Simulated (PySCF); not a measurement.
**[Tm(PH3)]2+ at several levels of theory**

Computed with PySCF 2.14.0 (density fitting, no spin-orbit coupling) at the geometry relaxed with PBE0:

```xyz
5
[Tm(PH3)]2+ (singlet in the valence; each metal's 4f electrons, 13 of them, lie in its core potential, out of spins and levels)
Tm    0.0000    0.0000   -0.4811
P     0.0000    0.0000    2.5756
H     1.2734    0.0000    3.1995
H    -0.6367    1.1028    3.1995
H    -0.6367   -1.1028    3.1995
```

```csv
level,basis,state,HOMO (eV),gap (eV),charge on Tm1 (e),population of f-type functions on Tm1 (polarisation alone where 4f lies in the core),dipole about the centre of mass (D),largest force component (eV/Å)
PBE0,"Tm lcecp-0-SVP with ECP59, P def2-SVP, H def2-SVP",singlet,–,–,1.58,0.00,0.85,0.01
BP86,the same,singlet,–,–,1.54,0.00,1.12,0.30
PBE0,"Tm lcecp-0-TZVP with ECP59, P def2-TZVP, H def2-TZVP",singlet,–,–,1.67,0.00,0.99,0.19
```

In the lcecp rows the 4f levels are missing from HOMO and gap, and the state counts the valence alone.

Charges are Mulliken's, which hang on the basis. The relaxation used the grid (50, 194), these runs (75, 302) or, all-electron (x2c bases, spin-free X2C Hamiltonian), (99, 590).

Q: What does CAM-B3LYP with Tm lcecp-0-SVP with ECP59, P def2-SVP, H def2-SVP give here?

A: state singlet, charge on Tm1 (e) 1.57, population of f-type functions on Tm1 (polarisation alone where 4f lies in the core) 0.00, dipole about the centre of mass (D) 0.72, largest force component (eV/Å) 0.17. Time: 1.9 s on 2 threads of Arm Neoverse V2, on a shared host, from an already converged density.

An lcecp potential fixes the number of 4f electrons, so in runs with it no electron can move into or out of that shell.
